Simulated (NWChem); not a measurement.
System: CaO; SMILES [O]=[Ca]

Input file for NWChem:

```
start job
memory heap 200 mb stack 900 mb global 1100 mb
geometry units angstroms noautosym nocenter noautoz
  Ca     0.000000     0.000000    -0.516105
  O      0.000000     0.000000     1.306976
end
basis spherical
  * library def2-tzvpd
end
dft
  xc b3lyp
  iterations 150
end
property
  response 1 0.0
end
task dft property
```

All runs use the structure optimised with PBE-D3(BJ)/def2-SVP. B3LYP is NWChem's, with the RPA form of VWN correlation.

Static field.

Problem. Predict the main results of this run. (B3LYP/def2-TZVPD.) Quantities: basis functions; isotropic polarisability (bohr³); anisotropy (bohr³).

Solution. 
- number of basis functions = 76
- isotropic polarisability (bohr³) = 51.8
- anisotropy (bohr³) = 61.1
